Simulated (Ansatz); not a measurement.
Ideal-gas functions of CH₂BrNSi (`Br[SiH]1C=N1`) at 500 K and 1 bar, from an Ansatz frequency run at PBE0-D4/def2-TZVP.

Molar mass 136.02 g/mol, point group C1 (symmetry number 1), electronic degeneracy 1, moments of inertia 32.972, 280.738, 288.812 u Å². Harmonic wavenumbers (cm⁻¹, unscaled): 194, 235, 427, 558, 719, 797, 846, 860, 1182, 1567, 2306, 3116.

Use S(trans) = R[1.5 ln M + 2.5 ln T − 1.1517]; rotational temperatures θ = 24.2544 K / I; S(rot) = R[ln(√π/σ · √(T³/θAθBθC)) + 1.5]; for each mode x = 1.438777 ν̃/T, S = R[x/(eˣ − 1) − ln(1 − e⁻ˣ)] and H = RT x/(eˣ − 1); 1 cm⁻¹ = 0.0119627 kJ/mol; R = 8.31446 J/(mol·K).

Problem. By hand: the entropy, in J/(mol·K).

Solution. Translation 180.9. Rotation: θ = 0.7356, 0.0864, 0.084 K, giving 116.5. Vibration, mode by mode: 13.27, 11.72, 7.11, 5.22, 3.61, 3.02, 2.71, 2.62, 1.26, 0.51, 0.08, 0.01, in all 51.1. Electronic 0.0. Sum 348.5 J/(mol·K).

Problem. By hand: H − E and G − E in kJ/mol, counted from the electronic energy.

Solution. Zero-point energy ½ × 12807 × 0.0119627 = 76.6; thermal vibration 14.8; translation, rotation and pV give 4 RT = 16.6. H − E = 108.0 kJ/mol, and G − E = 108.0 − 500 × 348.5/1000 = -66.2 kJ/mol.

Vibration gives 15 % of the entropy. The sum counts one conformer and one mirror image; others add a mixing term.
